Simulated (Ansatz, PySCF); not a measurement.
C3H7O (SMILES C[CH]CO), doublet, at a GFN2-xTB geometry, atoms displaced at random by about 0.08 Å a coordinate. Base run: R2SCAN/STO-3G, gradient (PySCF).

Input for PySCF:
```python
from pyscf import gto, scf, dft

mol = gto.Mole()
mol.atom = '''
    C    -2.00246137   -0.31102130    0.20766255
    C    -0.55536189    0.24408641    0.22386299
    C     0.63459612   -0.10341976   -0.33852742
    O     1.94041421    0.29407014    0.02004059
    H    -1.84937678   -1.15880231   -0.11075502
    H    -2.45662102   -0.34323529    1.17044906
    H    -2.75357253    0.30364165   -0.37408360
    H    -0.49799467    1.41855125    0.79133784
    H     0.64732083   -1.32664037   -0.49361804
    H     0.64461363    0.00302884   -1.46327661
    H     1.94915385    0.39133422    1.08172472
'''
mol.basis = 'sto-3g'
mol.spin = 1
mol.verbose = 4
mol.build()

mf = dft.UKS(mol)
mf.xc = 'r2scan'
mf.kernel()
g = mf.nuc_grad_method()
grad = g.kernel()
```

Programs used: Ansatz (a quantum-chemistry and plane-wave program), PySCF; a row that names a program was run with it.

The coordinate followed is y of atom 2.

The base run was repeated with changes; each row names its change, and settings that it needs were set with it.

```
change                                                  dE/dx (Eh/bohr)  net force (Eh/bohr)
------------------------------------------------------  ---------------  -------------------
base                                                          -0.170703             0.002557
finite difference step (bohr) = 1e-4; conv_tol = 1e-11        -0.170681                    -
finite difference step (bohr) = 0.01; conv_tol = 1e-11        -0.170672                    -
code = ansatz                                                 -0.170665             0.000000
grid_response = on                                            -0.170680             0.000000
grids.level = 0; grid_response = off                          -0.175626             0.037401
finite difference step (bohr) = 1e-5; conv_tol = 1e-11        -0.170680                    -
density fitting = on                                          -0.170663             0.002556
grids.level = 1; grid_response = off                          -0.171080             0.003698
conv_tol = 1e-11                                              -0.170703             0.002557
grids.level = 0; grid_response = on                           -0.174166             0.000000
conv_tol = 1e-6                                               -0.170717             0.002557
```

The net force is zero for an exact gradient.

Open shells are given as the SCF converged; they aren't shown to be the lowest states, and a large step between rows can be another state.
